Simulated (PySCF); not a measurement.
Isomers of C6H13BO2 side by side.

PySCF, wB97X-D/def2-SVPD, density fitting, gas phase; each molecule at its own PBE0-D3(BJ)/def2-SVP geometry, one conformer. Singlet excitations by full TDDFT with frozen cores, triplets by Tamm–Dancoff TDDFT and ionisation energies by ΔSCF, from the lowest of the holes tried. 

Torsions of the conformers computed, which needn't be the lowest (atom-mapped SMILES):
- `[CH3:1]/[CH:2]=[CH:3]/[CH2:4][B:5]([O:6][CH3:7])[O:8][CH3:9]`: C2–C3–C4–B5 126°, C3–C4–B5–O6 11°, C4–B5–O6–C7 179°, C4–B5–O8–C9 3°
- `[CH2:1]=[C:2]([CH2:3][CH3:4])[B:5]([O:6][CH3:7])[O:8][CH3:9]`: C1–C2–C3–C4 121°, C1–C2–B5–O6 142°, C2–B5–O6–C7 180°, C2–B5–O8–C9 -5°
- `[CH3:1][CH2:2]/[CH:3]=[CH:4]/[B:5]([O:6][CH3:7])[O:8][CH3:9]`: C1–C2–C3–C4 -124°, C3–C4–B5–O6 -1°, C4–B5–O6–C7 180°, C4–B5–O8–C9 -1°
- `[CH3:1][C:2]([CH3:3])([CH3:4])[B:5]1[O:6][CH2:7][CH2:8][O:9]1`: C1–C2–B5–O6 -147°
- `[CH3:1][O:2][BH:3][C:4]1([O:5][CH3:6])[CH2:7][CH2:8][CH2:9]1`: C1–O2–B3–C4 174°, O2–B3–C4–O5 160°, B3–C4–O5–C6 -67°
- `[CH3:1]/[CH:2]=[CH:3]\[CH2:4][B:5]([O:6][CH3:7])[O:8][CH3:9]`: C2–C3–C4–B5 104°, C3–C4–B5–O6 3°, C4–B5–O6–C7 179°, C4–B5–O8–C9 1°
- `[CH3:1][C:2]([CH3:3])([CH3:4])[C@H:5]1[CH2:6][O:7][BH:8][O:9]1`: C1–C2–C5–C6 -59°
- `[CH3:1][CH2:2]/[CH:3]=[CH:4]\[B:5]([O:6][CH3:7])[O:8][CH3:9]`: C1–C2–C3–C4 107°, C3–C4–B5–O6 -17°, C4–B5–O6–C7 180°, C4–B5–O8–C9 -2°
- `[CH2:1]=[C:2]([CH3:3])[CH2:4][O:5][B:6]([CH3:7])[O:8][CH3:9]`: C1–C2–C4–O5 0°, C2–C4–O5–B6 -135°, C4–O5–B6–C7 179°, O5–B6–O8–C9 179°

The conformers of `CCC[C@@H]1CCOBO1` aren't listed.

Reference: `C/C=C/CB(OC)OC`, with HOMO energy -8.43 eV, LUMO energy 1.89 eV, lowest singlet excitation 6.67 eV, lowest triplet excitation 4.40 eV, mean polarisability 97.2 au and vertical ionisation energy 8.61 eV.

Changes against it:

```tsv
molecule	Δ electronic energy (kcal/mol)	Δ HOMO energy (eV)	Δ LUMO energy (eV)	Δ lowest singlet excitation (eV)	Δ lowest triplet excitation (eV)	Δ mean polarisability (au)	Δ vertical ionisation energy (eV)
CC/C=C/B(OC)OC	-1.7	-0.68	-0.65	-0.33	-0.39	+1.4	+0.61
CC(C)(C)B1OCCO1	-20.2	-1.51	-0.10	+0.80	+2.95	-7.6	+1.53
C/C=C\CB(OC)OC	+2.0	+0.05	-0.05	-0.11	-0.12	-1.6	-0.06
CC(C)(C)[C@H]1COBO1	-16.6	-1.47	+0.05	+1.13	+2.73	-8.8	+1.47
CC/C=C\B(OC)OC	+0.4	-0.70	-0.69	-0.37	-0.41	+0.4	+0.64
C=C(C)COB(C)OC	-4.0	-0.40	-0.06	+0.34	+0.07	-1.6	+0.43
```

Rows whose labels were lost:

```tsv
row	Δ electronic energy (kcal/mol)	Δ HOMO energy (eV)	Δ LUMO energy (eV)	Δ lowest singlet excitation (eV)	Δ lowest triplet excitation (eV)	Δ mean polarisability (au)	Δ vertical ionisation energy (eV)
P	-19.1	-1.80	+0.06	+1.34	+2.97	-6.7	+1.80
Q	+49.2	-0.26	-0.23	-1.07	+0.87	-4.9	+0.17
R	+1.8	-0.75	-0.46	-0.08	-0.26	-1.9	+0.70
```

Q: Which row belongs to which of `CCC[C@@H]1CCOBO1`, `C=C(CC)B(OC)OC` and `COBC1(OC)CCC1`?

A: P = `CCC[C@@H]1CCOBO1`, Q = `COBC1(OC)CCC1` and R = `C=C(CC)B(OC)OC`. P and Q are told apart most clearly by the electronic energy (-19.1 against +49.2 kcal/mol); P and R are told apart most clearly by the lowest triplet excitation (+2.97 against -0.26 eV); Q and R are told apart most clearly by the electronic energy (+49.2 against +1.8 kcal/mol); P comes close to the labelled row of `CC(C)(C)[C@H]1COBO1` in every column; R lies nearest to the labelled row of `CC/C=C\B(OC)OC`.

Q: Fit a straight line for the change of the electronic energy against that of the lowest triplet excitation over the labelled rows, and test it on P, Q and R.

A: Over the 6 labelled rows the slope is -5.76 kcal/mol/eV, the intercept -2.0 kcal/mol, r = -0.98 and the standard error 2.2 kcal/mol. P: predicted -19.2, computed -19.1 kcal/mol; Q: predicted -7.1, computed +49.2 kcal/mol; R: predicted -0.5, computed +1.8 kcal/mol. The mean miss is 20 kcal/mol, against 26 kcal/mol for guessing the labelled rows' mean: the line helps only a little.

wB97X-D is run here without its empirical dispersion term; that term would change no orbital, density or response property at a fixed geometry.
